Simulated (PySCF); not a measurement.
# How the method changes the shape and vibrations of AlH4N

These are calculations, not measurements. The program is PySCF 2.14.0, an open-source quantum chemistry code, run on an isolated molecule that a program drew, which may never have been made. The molecule is AlH4N (charge 0, singlet), drawn as the SMILES string `[NH2][AlH2]`.

The geometry was optimised and harmonic frequencies were computed with HF and MP2, all in the cc-pV(D+d)Z basis, for the commonest isotopes, with a restricted reference for singlets and an unrestricted one otherwise, and a frozen core in MP2. Each result is a local minimum of its method.

Geometry at the HF minimum:
```xyz
6
AlH4N, angstrom
N     0.3971    0.5293    1.3036
Al    1.9678    0.8001    2.0579
H    -0.4494    1.0140    1.5377
H     0.2117   -0.1334    0.5737
H     2.0780    1.8878    3.1967
H     3.1978   -0.0566    1.5627
```

Lengths of the bonds as drawn, in Å (atoms numbered as above):
```
  bond     HF    MP2
N1-Al2  1.763  1.775
 N1-H3  1.003  1.017
 N1-H4  1.003  1.017
Al2-H5  1.579  1.578
Al2-H6  1.579  1.578
```

Rotational constants, in GHz:
```
constant,HF,MP2
A,96.55,95.21
B,13.14,13
C,11.57,11.43
```

Harmonic frequencies in cm^-1, each column in rising order, so a row needn't be the same motion in every method:
```
rank,HF,MP2
1,458,413
2,478,422
3,497,?
4,658,629
5,777,735
6,799,768
7,871,842
8,1675,1550
9,1991,1978
10,2000,1982
11,3776,3605
12,3859,3705
```

**Estimate the missing MP2 frequency from the HF column.**

A single factor s that minimises the squared misfit of MP2 against s times HF over the other rows is sum(HF x MP2) / sum(HF^2) = 0.9612, with an rms misfit of 36 cm^-1. For rank 3 it gives 0.9612 x 497 = 478 cm^-1. The calculation gives 511 cm^-1, 33 cm^-1 above the estimate. The drawn bonds are on average 0.7 % longer in MP2 than in HF.
